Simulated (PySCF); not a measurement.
**Assigning NMR signals**

Numbering as in the mapped SMILES `[F:1][BH:2][CH:3]1[CH2:4][CH2:5]1`; H(Xn) means a hydrogen on atom n. Ha(C4), Ha(C5) are cis to B2 on the ring; Hb(C4), Hb(C5) are trans to B2 on the ring.

[PySCF 2.14: shielding tensors at PBE0/pcSseg-1 (GIAO); J: B3LYP/pcJ-1 (spin–dipole term only in couplings to heteroatoms); PBE0-D3(BJ)/def2-SVP geometry; no solvent model; one conformer; rapidly exchanging positions averaged; non-relativistic Hamiltonian]

References, each an isolated molecule treated in the same way: 13C (184.41 ppm), 1H (31.27 ppm) against TMS.

(1) Assign these signals to the numbered atoms. 13C{1H} NMR (computed): δ 6.1 (d, J = 21.5 Hz), 5.2.

(2) Assign these signals to the numbered atoms. 1H NMR (400 MHz, computed): δ 4.51 (br, 1H), 0.83 (m, 2H), 0.72 (m, 2H), 0.14 (ttd, J = 10.2, 6.4, 5.4 Hz, 1H).

Results:

(1) 
```tsv
δ (ppm)	atoms	environment	reason
6.1	C3	three-membered-ring carbon	carbons of three-membered rings are unusually shielded
5.2	C4/C5	three-membered-ring carbon	–
```

C3 and C4/C5 lie closer than the usual error of such a calculation, so a measured spectrum could show them in the other order.

(2) 
```tsv
δ (ppm)	atoms	environment	reason
4.51	H(B2)	hydrogen on a boron bonded to C, F	–
0.83	Hb(C4)/Hb(C5)	hydrogen on a three-membered-ring carbon	cyclopropane-type protons are shielded by the ring
0.72	Ha(C4)/Ha(C5)	hydrogen on a three-membered-ring carbon	–
0.14	H(C3)	hydrogen on a three-membered-ring carbon	–
```

Hb(C4)/Hb(C5) and Ha(C4)/Ha(C5) lie closer than the usual error of such a calculation, so a measured spectrum could show them in the other order.

Hydrogens on boron are broadened and split by 11B (spin 3/2, 80 %) and 10B (spin 3). A carbon bonded to boron is broadened by the quadrupolar boron nucleus and is often missing from a measured spectrum. Splittings below 1 Hz are ignored in the labels, and close J values are merged. Couplings among chemically equivalent protons are left out too, so labels in AA′BB′ or AA′XX′ sets are apparent multiplicities. Unscaled 3J(H,H) at this level run about 10 % above measured values. Shifts are as computed. Against solution values, carbons near 30 ppm lie about +2 ppm off and those near 130 ppm about +5 ppm. Of 1211 compounds with measured shifts, 218 miss one by over three times the rms of a fit or turn the order of signals round; such compounds aren't used in these exercises. Only one conformer was computed, so three-bond couplings in flexible chains and rings are approximate.
